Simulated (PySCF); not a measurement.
Gas-phase reaction: 4 InH3 + 3 C4H8 (isobutene) ⇌ 4 In(CH3)3

Energies from PySCF, thermal terms from the rigid-rotor harmonic-oscillator model, ideal gas at 1 bar. † marks an energy on the PBE0/def2-TZVP geometry and frequencies. All species are closed-shell singlets. In: scalar-relativistic def2 core potential, no spin-orbit coupling. InH3: computed as isolated molecules; such fragments, hydroxides, amides, oligomers or adducts are transient or little studied in the gas.

ωB97X-V/def2-TZVP† gives ΔH°(298 K) = -416 kJ.

Q: What do r2SCAN/def2-TZVP†, LDA/def2-TZVP†, PBE0/def2-SVP† give?

A: r2SCAN/def2-TZVP†: -430 kJ; LDA/def2-TZVP†: -435 kJ; PBE0/def2-SVP†: -366 kJ. For scale, ΔH°(298 K) is -416 kJ at this level, -414 kJ at ωB97M-V/def2-TZVP†, and runs from -545 to -254 kJ over the 15 levels computed.
